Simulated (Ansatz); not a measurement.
Start from `[SiH3][N]([SiH3])[GaH2]` and change one atom or group to get `[CH3][AlH][N]([SiH3])[SiH3]`.

Ansatz, PBE0-D4/def2-TZVP geometries, multiplicity 1. Each molecule was computed in one conformer, which needn't be the lowest.

Scalar relativity is left out up to krypton.

```json
{"property": "LUMO energy (PBE0/def2-TZVPP) / eV", "`[SiH3][N]([SiH3])[GaH2]`": "-1.38"}
{"property": "LUMO energy (PBE/def2-TZVPP) / eV", "`[SiH3][N]([SiH3])[GaH2]`": "-2.17"}
{"property": "HOMO–LUMO gap (B3LYP/def2-TZVPP) / eV", "`[SiH3][N]([SiH3])[GaH2]`": "5.91"}
{"property": "LUMO energy (ωB97M-V/def2-TZVPP) / eV", "`[SiH3][N]([SiH3])[GaH2]`": "0.28"}
{"property": "HOMO energy (ωB97M-V/def2-TZVPP) / eV", "`[SiH3][N]([SiH3])[GaH2]`": "-10.01"}
{"property": "size of the dipole moment (ωB97M-V/def2-TZVPP) / D", "`[SiH3][N]([SiH3])[GaH2]`": "0.93"}
```

Problem. What does the change do to each property? (Best estimate.)

Solution. Ansatz gave: 
```
                                          property  `[CH3][AlH][N]([SiH3])[SiH3]`  shift
                LUMO energy (PBE0/def2-TZVPP) / eV                          -0.82   0.56
                 LUMO energy (PBE/def2-TZVPP) / eV                          -1.60   0.57
             HOMO–LUMO gap (B3LYP/def2-TZVPP) / eV                           6.47   0.56
             LUMO energy (ωB97M-V/def2-TZVPP) / eV                           0.71   0.43
             HOMO energy (ωB97M-V/def2-TZVPP) / eV                          -9.98   0.03
size of the dipole moment (ωB97M-V/def2-TZVPP) / D                           1.06   0.13
```

Dipoles are sizes alone; their direction can turn.

B3LYP here is the variant with VWN-RPA as its local correlation; programs differ in this.
